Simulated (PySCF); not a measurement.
First SCF of a structure search on singlet Te3, at a hand-made obtuse triangle geometry. PySCF input:

```python
from pyscf import gto, scf, dft
mol = gto.M(atom='''
Te     0.000000     0.000000     0.000000
Te     2.121600     1.632000     0.000000
Te    -2.121600     1.632000     0.000000''',
    basis={'Te': 'def2-TZVP'},
    ecp={'Te': 'def2-TZVP'},
    charge=0, spin=0)
mf = dft.RKS(mol, xc='PBE0')
mf.grids.atom_grid = (50, 194)
aux = {'Te': 'def2-universal-JKFIT'}
mf = mf.density_fit(auxbasis=aux)
mf.conv_tol = 1e-08
mf.diis_space = 10
mf.max_cycle = 60
mf.init_guess = 'huckel'
mf.verbose = 4
mf.kernel()
```

Excerpt of the output (cycles and frontier levels):

```
init E= -803.837785212929
  HOMO = -0.25723088325821  LUMO = -0.230888175027072  gap/eV = 0.71682
cycle= 1 E= -803.221810354089  delta_E= 0.616  |g|= 1.82  |ddm|=  3.4
  HOMO = -0.104362995024418  LUMO = 0.0142398933657191  gap/eV = 3.22735
cycle= 2 E= -800.709331840614  delta_E= 2.51  |g|=  3.3  |ddm|= 5.54
  HOMO = -0.216988278973917  LUMO = -0.164177302289048  gap/eV = 1.43706
cycle= 3 E= -804.142132875398  delta_E= -3.43  |g|= 0.18  |ddm|= 3.98
  HOMO = -0.233693042025055  LUMO = -0.173874420145321  gap/eV = 1.62775
cycle= 4 E= -804.146186555887  delta_E= -0.00405  |g|= 0.139  |ddm|= 0.353
  HOMO = -0.229562320904204  LUMO = -0.168664329677779  gap/eV = 1.65712
cycle= 5 E= -804.148539460051  delta_E= -0.00235  |g|= 0.0222  |ddm|= 0.128
  HOMO = -0.230073155394384  LUMO = -0.168268972480436  gap/eV = 1.68178
cycle= 6 E= -804.148538038314  delta_E= 1.42e-06  |g|= 0.0165  |ddm|= 0.0251
  HOMO = -0.229416835134234  LUMO = -0.168196249182475  gap/eV = 1.66590
cycle= 7 E= -804.148625014868  delta_E= -8.7e-05  |g|= 0.00314  |ddm|= 0.0192
  HOMO = -0.229618672855359  LUMO = -0.168307616189785  gap/eV = 1.66836
cycle= 8 E= -804.148626012089  delta_E= -9.97e-07  |g|= 0.00178  |ddm|= 0.00448
  HOMO = -0.22953221159892  LUMO = -0.168307162806176  gap/eV = 1.66602
cycle= 9 E= -804.148626967805  delta_E= -9.56e-07  |g|= 0.000263  |ddm|= 0.00257
  HOMO = -0.229529197536743  LUMO = -0.1682943000426  gap/eV = 1.66629
cycle= 10 E= -804.148626990861  delta_E= -2.31e-08  |g|= 6.89e-05  |ddm|= 0.000379
  HOMO = -0.229530991975591  LUMO = -0.168296267101258  gap/eV = 1.66628
cycle= 11 E= -804.148626991645  delta_E= -7.84e-10  |g|= 2.9e-05  |ddm|= 9.68e-05
  HOMO = -0.229533307826667  LUMO = -0.168294888932689  gap/eV = 1.66638
Extra cycle  E= -804.148626990327  delta_E= 1.32e-09  |g|= 6.86e-05  |ddm|= 0.000129
converged SCF energy = -804.148626990327
```

No lower solution of this spin was found from smeared starts or by a stability analysis within the restricted form, which does not test spin polarisation.

At the minimum of this search the closed-shell solution is unstable towards spin polarisation, so a lower open-shell solution exists.

The search for the lowest solution, 3 starts and the stability check together, took 18 s on 4 threads of a shared Arm Neoverse V1 host, with 150 basis functions; the process peaked at 0.53 GiB. Launch command: `OMP_NUM_THREADS=4 python axn.py task.json out`.
